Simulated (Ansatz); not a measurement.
`[OH][Hf]([F])([F])[SeH]` + HI → `[OH][Hf]([F])([F])[I]` + H₂Se at 700 K and 1 bar (ligand exchange at the Hf–Se bond).

Gas-phase electronic energies from Ansatz, PBE0-D4/def2-TZVP geometries. CBS: MP2 limit from def2 TZ/QZ plus the TZ coupled-cluster correction, frozen cores. Elements past krypton have def2 core potentials. For Hf, I, Se outer-core shells are correlated without core-valence functions, which leaves a few kJ/mol of doubt a bond. Scalar relativity is left out up to krypton. One conformer a species, not always the lowest.

```json
{"species": "`[OH][Hf]([F])([F])[SeH]`", "CCSD(T)/CBS energy (Eh)": "-2724.84883", "H − E (kJ/mol)": "141.4", "S (J/(mol·K))": "521.9"}
{"species": "HI", "CCSD(T)/CBS energy (Eh)": "-298.03592", "H − E (kJ/mol)": "34.6", "S (J/(mol·K))": "231.7"}
{"species": "`[OH][Hf]([F])([F])[I]`", "CCSD(T)/CBS energy (Eh)": "-621.00680", "H − E (kJ/mol)": "114.6", "S (J/(mol·K))": "494.0"}
{"species": "H₂Se", "CCSD(T)/CBS energy (Eh)": "-2401.89790", "H − E (kJ/mol)": "61.1", "S (J/(mol·K))": "251.1"}
```

H − E and S are ideal-gas, rigid-rotor, harmonic terms from PBE0-D4/def2-TZVP, for one conformer and one mirror image of each species. 1 Eh = 2625.50 kJ/mol, R = 8.31446 J/(mol·K).

**Question.** By hand: ΔE, ΔH, ΔS and ΔG.

**Answer.** ΔE = (-621.00680) + (-2401.89790) − (-2724.84883) − (-298.03592) = -0.01995 Eh = -52.4 kJ/mol. Δ(H − E) = 114.6 + 61.1 − 141.4 − 34.6 = -0.3, so ΔH = -52.7 kJ/mol. ΔS = 494.0 + 251.1 − 521.9 − 231.7 = -8.5 J/(mol·K). ΔG = -52.7 − 700 × (-8.5)/1000 = -46.8 kJ/mol.

**Question.** By hand: the equilibrium constant, and the temperature at which ΔG would vanish if ΔH and ΔS stayed fixed.

**Answer.** log₁₀ K = −ΔG/(RT ln 10) = 3.5. ΔG = 0 at ΔH/ΔS = 6200 K, far beyond where these terms or the molecules hold.

The number of gas molecules stays the same, so ΔS is small and ΔH decides. A doubt of 5 kJ/mol in ΔE shifts log₁₀ K by 0.4 here. Other conformers and mirror images would add mixing entropy, several J/(mol·K) or more a flexible species. Modes under 60 cm⁻¹, often nearly free rotors, make the harmonic entropy too high. These are equilibria of isolated gas molecules and say nothing of rates. Largest T1 diagnostic: 0.015 (customary marks: 0.02 for closed shells, 0.045 for open ones).
